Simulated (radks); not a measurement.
Species: Cr I. Configuration: [Ar] 3d5 4s1. Method: non-relativistic Kohn-Sham, PBE, spin-polarised, spherical densities, point nucleus; open shells are filled with parallel spins first; hard spherical wall at 8 bohr; computed with a radial shooting solver on a logarithmic mesh with Libxc functionals.

Radial electron density D(r) = 4 pi r^2 rho(r):

r (bohr)  D(r) (e/bohr)  spin D(r)
0.003099         0.9699   0.000262
0.004036          1.572   0.000424
0.005255          2.514   0.000676
0.006788          3.897    0.00104
0.008839          5.989    0.00159
0.01151           8.936    0.00235
0.01487           12.70    0.00326
0.01936           17.38    0.00428
0.02521           22.34    0.00505
0.03283           26.51    0.00499
0.0424            28.50    0.00343
0.05521           27.60  -0.000153
0.07189           24.45   -0.00451
0.09362           21.94   -0.00446
0.1209            23.18     0.0114
0.1575            28.04     0.0678
0.205             31.29      0.209
0.267             27.26      0.508
0.3449            17.90       1.04
0.4491            10.97       1.86
0.5848            11.23       2.78
0.7554            13.36       3.32
0.9836            11.57       3.19
1.281             6.898       2.55
1.668             3.228       1.83
2.154             1.575       1.29
2.805            0.8803      0.849
3.653            0.4643      0.463
4.756            0.1771      0.177
6.144           0.03859     0.0386

D(r) has 3 maxima, at r = 0.0448, 0.207, 0.780 bohr, and minima at 0.0990, 0.502 bohr, inside which lie 2.13, 10.58 electrons.
